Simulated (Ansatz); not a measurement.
The cluster Ge2O2⁺. Total charge 1; doublet. Geometry PBE-D4/def2-SVP.

```xyz
4

Ge   -0.249    0.810    2.230
Ge    0.095   -0.960   -0.922
O    -0.096   -0.093    0.797
O     0.250    0.243   -2.104
```

Another isomer (doublet) lies 0.68 eV lower at PBE0-D4/def2-TZVP; other spin states weren't run for this one.

Problem. Estimate the α-spin orbital energies around the gap (eV) in Ansatz with HF/def2-TZVP, PBE-D4/def2-TZVP, r2SCAN-D4/def2-TZVP, PBE0-D4/def2-TZVP, ωB97M-V/def2-TZVP.

Solution. 
```json
{"orbital": "HOMO−5", "HF/def2-TZVP": "-21.61", "PBE-D4/def2-TZVP": "-14.73", "r2SCAN-D4/def2-TZVP": "-15.19", "PBE0-D4/def2-TZVP": "-16.26", "ωB97M-V/def2-TZVP": "-18.65"}
{"orbital": "HOMO−4", "HF/def2-TZVP": "-20.10", "PBE-D4/def2-TZVP": "-14.71", "r2SCAN-D4/def2-TZVP": "-15.11", "PBE0-D4/def2-TZVP": "-16.20", "ωB97M-V/def2-TZVP": "-18.60"}
{"orbital": "HOMO−3", "HF/def2-TZVP": "-19.81", "PBE-D4/def2-TZVP": "-14.67", "r2SCAN-D4/def2-TZVP": "-15.08", "PBE0-D4/def2-TZVP": "-16.18", "ωB97M-V/def2-TZVP": "-18.50"}
{"orbital": "HOMO−2", "HF/def2-TZVP": "-19.55", "PBE-D4/def2-TZVP": "-12.49", "r2SCAN-D4/def2-TZVP": "-13.20", "PBE0-D4/def2-TZVP": "-14.59", "ωB97M-V/def2-TZVP": "-17.07"}
{"orbital": "HOMO−1", "HF/def2-TZVP": "-18.76", "PBE-D4/def2-TZVP": "-12.48", "r2SCAN-D4/def2-TZVP": "-13.02", "PBE0-D4/def2-TZVP": "-14.28", "ωB97M-V/def2-TZVP": "-16.87"}
{"orbital": "HOMO", "HF/def2-TZVP": "-15.04", "PBE-D4/def2-TZVP": "-12.05", "r2SCAN-D4/def2-TZVP": "-12.38", "PBE0-D4/def2-TZVP": "-13.13", "ωB97M-V/def2-TZVP": "-15.22"}
{"orbital": "LUMO", "HF/def2-TZVP": "-5.13", "PBE-D4/def2-TZVP": "-9.22", "r2SCAN-D4/def2-TZVP": "-9.13", "PBE0-D4/def2-TZVP": "-8.37", "ωB97M-V/def2-TZVP": "-6.31"}
{"orbital": "LUMO+1", "HF/def2-TZVP": "-5.06", "PBE-D4/def2-TZVP": "-9.12", "r2SCAN-D4/def2-TZVP": "-9.01", "PBE0-D4/def2-TZVP": "-8.27", "ωB97M-V/def2-TZVP": "-6.20"}
{"orbital": "LUMO+2", "HF/def2-TZVP": "-3.06", "PBE-D4/def2-TZVP": "-7.50", "r2SCAN-D4/def2-TZVP": "-7.39", "PBE0-D4/def2-TZVP": "-6.54", "ωB97M-V/def2-TZVP": "-4.43"}
{"orbital": "LUMO+3", "HF/def2-TZVP": "-1.99", "PBE-D4/def2-TZVP": "-6.15", "r2SCAN-D4/def2-TZVP": "-5.77", "PBE0-D4/def2-TZVP": "-5.25", "ωB97M-V/def2-TZVP": "-3.34"}
{"orbital": "LUMO+4", "HF/def2-TZVP": "0.09", "PBE-D4/def2-TZVP": "-4.15", "r2SCAN-D4/def2-TZVP": "-3.69", "PBE0-D4/def2-TZVP": "-3.16", "ωB97M-V/def2-TZVP": "-1.29"}
{"orbital": "LUMO+5", "HF/def2-TZVP": "0.62", "PBE-D4/def2-TZVP": "-3.97", "r2SCAN-D4/def2-TZVP": "-3.45", "PBE0-D4/def2-TZVP": "-2.91", "ωB97M-V/def2-TZVP": "-0.90"}
{"orbital": "β HOMO", "HF/def2-TZVP": "-15.02", "PBE-D4/def2-TZVP": "-11.88", "r2SCAN-D4/def2-TZVP": "-12.19", "PBE0-D4/def2-TZVP": "-13.11", "ωB97M-V/def2-TZVP": "-15.32"}
{"orbital": "β LUMO", "HF/def2-TZVP": "-5.13", "PBE-D4/def2-TZVP": "-10.81", "r2SCAN-D4/def2-TZVP": "-10.45", "PBE0-D4/def2-TZVP": "-9.44", "ωB97M-V/def2-TZVP": "-7.33"}
```
